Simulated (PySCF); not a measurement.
Cl3Sc, charge +1, doublet, geometry from GFN2-xTB (such geometries of metal compounds can be far from the true shape) (the multiplicity is a formal guess); CASSCF(3,4)/STO-3G (PySCF).

PySCF was given this input:
```python
from pyscf import gto, scf, mcscf
import numpy

mol = gto.Mole()
mol.atom = '''
    Sc   -0.59285469    0.10621001    0.13354558
    Cl    1.58804288   -0.27680365   -0.36995749
    Cl   -0.03563523   -1.25110841    2.00794013
    Cl   -0.82005774    1.39671146   -1.80295071
'''
mol.basis = 'sto-3g'
mol.charge = 1
mol.spin = 1
mol.verbose = 4
mol.build()

mf = scf.ROHF(mol)
mf.kernel()
mc = mcscf.CASSCF(mf, 4, 3)
mc.fix_spin_(ss=0.75)
mc.kernel()
occ = numpy.linalg.eigvalsh(mc.fcisolver.make_rdm1(mc.ci, mc.ncas, mc.nelecas))[::-1]
ss = mc.fcisolver.spin_square(mc.ci, mc.ncas, mc.nelecas)[0]
print('natural occupations', occ.round(4), ' <S^2>', round(ss, 4))
```

### Question
What does PySCF print? Leave out banner, timings and long lists.

### Answer

```
PySCF version 2.14.0

[INPUT] verbose = 4
[INPUT] num. atoms = 4
[INPUT] num. electrons = 71
[INPUT] charge = 1
[INPUT] spin (= nelec alpha-beta = 2S) = 1
[INPUT] symmetry False subgroup None
[INPUT] Mole.unit = angstrom
[INPUT] Symbol           X                Y                Z      unit          X                Y                Z       unit  Magmom
[...]
nuclear repulsion = 373.016555583903
number of shells = 23
number of NR pGTOs = 135
number of NR cGTOs = 45
basis = sto-3g
ecp = {}

******** <class 'pyscf.scf.rohf.ROHF'> ********
method = ROHF
initial guess = minao
damping factor = 0
level_shift factor = 0
DIIS = <class 'pyscf.scf.diis.CDIIS'>
diis_start_cycle = 1
diis_space = 8
diis_damp = 0
SCF conv_tol = 1e-09
SCF conv_tol_grad = None
SCF max_cycles = 50
direct_scf = True
direct_scf_tol = 1e-13
num. doubly occ = 35  num. singly occ = 1
Set gradient conv threshold to 3.16228e-05
init E= -2114.82345281661
[...]
cycle= 1 E= -2115.83668314358  delta_E= -1.01  |g|= 0.321  |ddm|= 2.08
[...]
cycle= 2 E= -2115.90028198228  delta_E= -0.0636  |g|= 0.0784  |ddm|= 0.698
[...]
cycle= 3 E= -2115.90473100246  delta_E= -0.00445  |g|= 0.0243  |ddm|= 0.161
[...]
cycle= 4 E= -2115.90712487032  delta_E= -0.00239  |g|= 0.0296  |ddm|= 0.163
[...]
cycle= 5 E= -2115.90734892017  delta_E= -0.000224  |g|= 0.0282  |ddm|= 0.0117
[...]
cycle= 6 E= -2115.91076769962  delta_E= -0.00342  |g|= 0.0233  |ddm|= 0.271
[...]
cycle= 7 E= -2115.91168295712  delta_E= -0.000915  |g|= 0.00822  |ddm|= 0.148
[...]
cycle= 8 E= -2115.91135363906  delta_E= 0.000329  |g|= 0.00693  |ddm|= 0.116
[...]
cycle= 9 E= -2115.91176614571  delta_E= -0.000413  |g|= 0.00245  |ddm|= 0.082
[...]
cycle= 10 E= -2115.91180989293  delta_E= -4.37e-05  |g|= 0.00231  |ddm|= 0.0621
[...]
cycle= 11 E= -2115.91176380679  delta_E= 4.61e-05  |g|= 0.00311  |ddm|= 0.0653
[...]
cycle= 12 E= -2115.91184239342  delta_E= -7.86e-05  |g|= 0.000381  |ddm|= 0.0534
[...]
cycle= 13 E= -2115.91184341949  delta_E= -1.03e-06  |g|= 8.89e-05  |ddm|= 0.00509
[...]
cycle= 14 E= -2115.91184344722  delta_E= -2.77e-08  |g|= 3.62e-05  |ddm|= 0.0014
[...]
cycle= 15 E= -2115.91184345452  delta_E= -7.3e-09  |g|= 8.03e-06  |ddm|= 0.000435
[...]
cycle= 16 E= -2115.91184345465  delta_E= -1.28e-10  |g|= 2.76e-06  |ddm|= 5.59e-05
[...]
Extra cycle  E= -2115.91184345468  delta_E= -3.32e-11  |g|= 3.82e-06  |ddm|= 2.96e-05
converged SCF energy = -2115.91184345468

******** <class 'pyscf.mcscf.mc1step.CASSCF'> ********
CAS (2e+1e, 4o), ncore = 34, nvir = 7
max_cycle_macro = 50
max_cycle_micro = 4
conv_tol = 1e-07
conv_tol_grad = None
orbital rotation max_stepsize = 0.02
orbital rotation threshold for CI restart = 0.01
augmented hessian ah_max_cycle = 30
augmented hessian ah_conv_tol = 1e-12
augmented hessian ah_linear dependence = 1e-14
augmented hessian ah_level shift = 1e-08
augmented hessian ah_start_tol = 2.5
augmented hessian ah_start_cycle = 3
augmented hessian ah_grad_trust_region = 3
kf_trust_region = 3
kf_interval = 4
ci_response_space = 4
ci_grad_trust_region = 3
with_dep4 0
natorb = False
canonicalization = True
sorting_mo_energy = False
ao2mo_level = 2
internal_rotation = False
******** <class 'pyscf.fci.addons.SpinPenaltyFCISolver'> ********
max. cycles = 50
conv_tol = 1e-08
davidson only = True
linear dependence = 1e-12
level shift = 0.001
max iter space = 12
nroots = 1
pspace_size = 400
spin = None
CASCI E = -2115.91194077597  S^2 = 0.7500000
Set conv_tol_grad to 0.000316228
macro iter   1 (  7 JK    2 micro), CASSCF E = -2115.91198388638  dE = -4.31104099e-05  S^2 = 0.7500000
               |grad[o]|=0.000516  |grad[c]|=0.00442  |ddm|=0.00178  |maxRot[o]|=0.0596
macro iter   2 (  7 JK    2 micro), CASSCF E = -2115.91204319298  dE = -5.93065979e-05  S^2 = 0.7500000
               |grad[o]|=0.000684  |grad[c]|=0.00474  |ddm|=0.00341  |maxRot[o]|=0.0699
macro iter   3 (  7 JK    2 micro), CASSCF E = -2115.91211639847  dE = -7.32054918e-05  S^2 = 0.7500000
               |grad[o]|=0.000993  |grad[c]|=0.0028  |ddm|=0.00493  |maxRot[o]|=0.0699
macro iter   4 ( 21 JK    4 micro), CASSCF E = -2115.91232379614  dE = -2.07397672e-04  S^2 = 0.7500000
               |grad[o]|=0.00118  |grad[c]|=0.00448  |ddm|=0.0158  |maxRot[o]|=0.172
macro iter   5 ( 21 JK    4 micro), CASSCF E = -2115.91335068079  dE = -1.02688465e-03  S^2 = 0.7500000
               |grad[o]|=0.00203  |grad[c]|=0.0144  |ddm|=0.0234  |maxRot[o]|=0.271
macro iter   6 ( 21 JK    4 micro), CASSCF E = -2115.91455410472  dE = -1.20342392e-03  S^2 = 0.7500000
               |grad[o]|=0.00524  |grad[c]|=0.00793  |ddm|=0.0312  |maxRot[o]|=0.182
macro iter   7 ( 21 JK    4 micro), CASSCF E = -2115.91532170297  dE = -7.67598254e-04  S^2 = 0.7500000
               |grad[o]|=0.00657  |grad[c]|=0.00578  |ddm|=0.0211  |maxRot[o]|= 0.12
macro iter   8 ( 21 JK    4 micro), CASSCF E = -2115.91552181032  dE = -2.00107350e-04  S^2 = 0.7500000
               |grad[o]|=0.0057  |grad[c]|=0.00498  |ddm|=0.0142  |maxRot[o]|=0.0795
macro iter   9 ( 21 JK    4 micro), CASSCF E = -2115.91556384968  dE = -4.20393562e-05  S^2 = 0.7500000
               |grad[o]|=0.00432  |grad[c]|=0.00479  |ddm|=0.00957  |maxRot[o]|=0.0476
macro iter  10 ( 21 JK    4 micro), CASSCF E = -2115.91557563774  dE = -1.17880609e-05  S^2 = 0.7500000
               |grad[o]|=0.00368  |grad[c]|=0.00478  |ddm|=0.00762  |maxRot[o]|=0.0324
macro iter  11 ( 21 JK    4 micro), CASSCF E = -2115.91558498960  dE = -9.35186563e-06  S^2 = 0.7500000
               |grad[o]|=0.00347  |grad[c]|=0.00479  |ddm|=0.00673  |maxRot[o]|=0.0306
macro iter  12 ( 21 JK    4 micro), CASSCF E = -2115.91559575930  dE = -1.07696928e-05  S^2 = 0.7500000
               |grad[o]|=0.00341  |grad[c]|=0.00481  |ddm|=0.00627  |maxRot[o]|=0.0295
macro iter  13 ( 21 JK    4 micro), CASSCF E = -2115.91561005247  dE = -1.42931740e-05  S^2 = 0.7500000
               |grad[o]|=0.0034  |grad[c]|=0.00482  |ddm|=0.00606  |maxRot[o]|=0.0306
[...]
               |grad[o]|=0.00351  |grad[c]|=0.0052  |ddm|=0.00659  |maxRot[o]|=0.0317
macro iter  22 ( 21 JK    4 micro), CASSCF E = -2115.91576536019  dE = -1.92227644e-05  S^2 = 0.7500000
               |grad[o]|=0.00352  |grad[c]|=0.00527  |ddm|=0.00672  |maxRot[o]|=0.0313
macro iter  23 ( 21 JK    4 micro), CASSCF E = -2115.91578484595  dE = -1.94857575e-05  S^2 = 0.7500000
               |grad[o]|=0.00353  |grad[c]|=0.00535  |ddm|=0.00685  |maxRot[o]|=0.0308
macro iter  24 ( 21 JK    4 micro), CASSCF E = -2115.91580452299  dE = -1.96770388e-05  S^2 = 0.7500000
               |grad[o]|=0.00354  |grad[c]|=0.00542  |ddm|=0.00698  |maxRot[o]|=0.0302
macro iter  25 ( 21 JK    4 micro), CASSCF E = -2115.91582426843  dE = -1.97454360e-05  S^2 = 0.7500000
               |grad[o]|=0.00355  |grad[c]|=0.00549  |ddm|=0.0071  |maxRot[o]|=0.0295
macro iter  26 ( 21 JK    4 micro), CASSCF E = -2115.91584393125  dE = -1.96628216e-05  S^2 = 0.7500000
               |grad[o]|=0.00355  |grad[c]|=0.00556  |ddm|=0.00722  |maxRot[o]|=0.0287
macro iter  27 ( 21 JK    4 micro), CASSCF E = -2115.91586337152  dE = -1.94402701e-05  S^2 = 0.7500000
               |grad[o]|=0.00356  |grad[c]|=0.00563  |ddm|=0.00733  |maxRot[o]|=0.0278
macro iter  28 ( 21 JK    4 micro), CASSCF E = -2115.91588241933  dE = -1.90478090e-05  S^2 = 0.7500000
               |grad[o]|=0.00356  |grad[c]|=0.00569  |ddm|=0.00743  |maxRot[o]|=0.0267
macro iter  29 ( 21 JK    4 micro), CASSCF E = -2115.91590088354  dE = -1.84642104e-05  S^2 = 0.7500000
               |grad[o]|=0.00356  |grad[c]|=0.00575  |ddm|=0.00752  |maxRot[o]|=0.0255
macro iter  30 ( 21 JK    4 micro), CASSCF E = -2115.91591853477  dE = -1.76512285e-05  S^2 = 0.7500000
               |grad[o]|=0.00356  |grad[c]|=0.00581  |ddm|=0.00762  |maxRot[o]|=0.0242
macro iter  31 ( 21 JK    4 micro), CASSCF E = -2115.91593532475  dE = -1.67899861e-05  S^2 = 0.7500000
               |grad[o]|=0.00356  |grad[c]|=0.00587  |ddm|=0.00769  |maxRot[o]|=0.0229
macro iter  32 ( 21 JK    4 micro), CASSCF E = -2115.91595105924  dE = -1.57344912e-05  S^2 = 0.7500000
               |grad[o]|=0.00355  |grad[c]|=0.00592  |ddm|=0.00774  |maxRot[o]|=0.0214
macro iter  33 ( 21 JK    4 micro), CASSCF E = -2115.91596558205  dE = -1.45228109e-05  S^2 = 0.7500000
               |grad[o]|=0.00355  |grad[c]|=0.00596  |ddm|=0.00779  |maxRot[o]|= 0.02
macro iter  34 ( 21 JK    4 micro), CASSCF E = -2115.91597883425  dE = -1.32521996e-05  S^2 = 0.7500000
               |grad[o]|=0.00354  |grad[c]|=0.00601  |ddm|=0.00783  |maxRot[o]|=0.0185
macro iter  35 ( 21 JK    4 micro), CASSCF E = -2115.91599078465  dE = -1.19503979e-05  S^2 = 0.7500000
               |grad[o]|=0.00354  |grad[c]|=0.00605  |ddm|=0.00786  |maxRot[o]|=0.017
macro iter  36 ( 21 JK    4 micro), CASSCF E = -2115.91600142476  dE = -1.06401108e-05  S^2 = 0.7500000
               |grad[o]|=0.00353  |grad[c]|=0.00609  |ddm|=0.00788  |maxRot[o]|=0.0156
macro iter  37 ( 21 JK    4 micro), CASSCF E = -2115.91601077988  dE = -9.35511343e-06  S^2 = 0.7500000
               |grad[o]|=0.00353  |grad[c]|=0.00612  |ddm|=0.0079  |maxRot[o]|=0.0142
macro iter  38 ( 21 JK    4 micro), CASSCF E = -2115.91601890300  dE = -8.12312192e-06  S^2 = 0.7500000
               |grad[o]|=0.00352  |grad[c]|=0.00616  |ddm|=0.00792  |maxRot[o]|=0.0129
macro iter  39 ( 21 JK    4 micro), CASSCF E = -2115.91602586268  dE = -6.95968356e-06  S^2 = 0.7500000
               |grad[o]|=0.00352  |grad[c]|=0.00619  |ddm|=0.00793  |maxRot[o]|=0.0117
macro iter  40 ( 21 JK    4 micro), CASSCF E = -2115.91603173789  dE = -5.87520663e-06  S^2 = 0.7500000
               |grad[o]|=0.00352  |grad[c]|=0.00622  |ddm|=0.00794  |maxRot[o]|=0.0106
macro iter  41 ( 21 JK    4 micro), CASSCF E = -2115.91603661330  dE = -4.87540956e-06  S^2 = 0.7500000
               |grad[o]|=0.00351  |grad[c]|=0.00625  |ddm|=0.00795  |maxRot[o]|=0.00955
macro iter  42 ( 21 JK    4 micro), CASSCF E = -2115.91604057664  dE = -3.96333871e-06  S^2 = 0.7500000
               |grad[o]|=0.00351  |grad[c]|=0.00628  |ddm|=0.00796  |maxRot[o]|=0.00858
macro iter  43 ( 21 JK    4 micro), CASSCF E = -2115.91604371611  dE = -3.13947930e-06  S^2 = 0.7500000
               |grad[o]|=0.00351  |grad[c]|=0.0063  |ddm|=0.00796  |maxRot[o]|=0.00771
macro iter  44 ( 21 JK    4 micro), CASSCF E = -2115.91604611520  dE = -2.39908104e-06  S^2 = 0.7500000
               |grad[o]|=0.0035  |grad[c]|=0.00633  |ddm|=0.00797  |maxRot[o]|=0.00691
macro iter  45 ( 21 JK    4 micro), CASSCF E = -2115.91604784959  dE = -1.73439412e-06  S^2 = 0.7500000
               |grad[o]|=0.0035  |grad[c]|=0.00635  |ddm|=0.00798  |maxRot[o]|=0.00619
macro iter  46 ( 21 JK    4 micro), CASSCF E = -2115.91604898745  dE = -1.13785654e-06  S^2 = 0.7500000
               |grad[o]|=0.0035  |grad[c]|=0.00638  |ddm|=0.00799  |maxRot[o]|=0.00553
macro iter  47 ( 21 JK    4 micro), CASSCF E = -2115.91604959007  dE = -6.02618456e-07  S^2 = 0.7500000
               |grad[o]|=0.0035  |grad[c]|=0.0064  |ddm|=0.00799  |maxRot[o]|=0.00495
macro iter  48 ( 21 JK    4 micro), CASSCF E = -2115.91604971226  dE = -1.22196070e-07  S^2 = 0.7500000
               |grad[o]|=0.0035  |grad[c]|=0.00642  |ddm|=0.008  |maxRot[o]|=0.00442
macro iter  49 ( 21 JK    4 micro), CASSCF E = -2115.91604940278  dE =  3.09481038e-07  S^2 = 0.7500000
               |grad[o]|=0.0035  |grad[c]|=0.00645  |ddm|=0.00801  |maxRot[o]|=0.00394
macro iter  50 ( 21 JK    4 micro), CASSCF E = -2115.91661828324  dE = -5.68880456e-04  S^2 = 0.7500000
               |grad[o]|=0.00349  |grad[c]|=0.000713  |ddm|=0.00565  |maxRot[o]|=0.0718
1-step CASSCF not converged,  50 macro (1008 JK 194 micro) steps
CASSCF canonicalization
Density matrix diagonal elements [1.98090957e+00 1.00944347e+00 6.33243594e-04 9.01371279e-03]
CASSCF energy = -2115.91661828324
CASCI E = -2115.91661828324  E(CI) = -2.84638279218143  S^2 = 0.7500000
natural occupations [1.9899e+00 1.0010e+00 8.8000e-03 4.0000e-04]  <S^2> 0.75
```

Convergence was not reached.
